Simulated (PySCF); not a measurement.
Compound: Si(eta1-allyl)H3, C3H8Si.
Cartesian coordinates in Å at the PBE0-D3(BJ)/def2-SVP level; atoms count from 1:
```
atom  x, y, z in Å
Si1   -0.078   -0.729   -1.614
C2    -0.045   -0.780    0.281
C3     0.524    0.470    0.866
C4    -0.174    1.432    1.476
H5     0.554   -1.660    0.571
H6    -1.075   -0.955    0.636
H7     1.607    0.606    0.746
H8    -1.256    1.349    1.620
H9     0.312    2.334    1.856
H10    1.307   -0.547   -2.149
H11   -0.928    0.407   -2.082
H12   -0.633   -2.009   -2.157
```

Computed, not measured: PySCF, delta-SCF UKS SCAN, pcX-2 on the ionised atom, pcseg-1 elsewhere, spin-free X2C. These are vertical core ionisation energies against the vacuum level, from separate self-consistent calculations with and without the core hole.

Some binding energies are withheld.

```
atom(s)      bonded to     level  binding energy (eV)
     C2  C, 2 H and Si      C 1s               290.47
     C3      2 C and H      C 1s               290.66
     C4      C and 2 H      C 1s                    ?
    Si1      C and 3 H     Si 1s                    ?
    Si1      C and 3 H  Si 2p3/2               106.66
```

Q: Fill in C 1s for C4.

A: 289.99 eV (carbon bonded to C and 2 H). The nearest listed C 1s value is that of C2; the shift against it is -0.48 eV.

Q: What is the Si 1s binding energy of Si1?

A: 1846.38 eV (silicon bonded to C and 3 H).

Lowest listed C 1s: C4, bonded to C and 2 H. Highest, 0.67 eV above it: C3, bonded to 2 C and H.

Q: What is the longest wavelength that can ionise C 1s of C3 vertically?

A: λ = hc/E = 12398.42 eV Å / 290.66 eV = 42.656 Å.

Spin–orbit and ligand-field terms were added within each 2p shell after the spin-free SCF. 2p1/2 minus 2p3/2 (ligand field included): Si 0.62 eV. The structure is a single PBE0-D3(BJ)/def2-SVP conformer in the gas phase; no vibrational or solvent corrections.
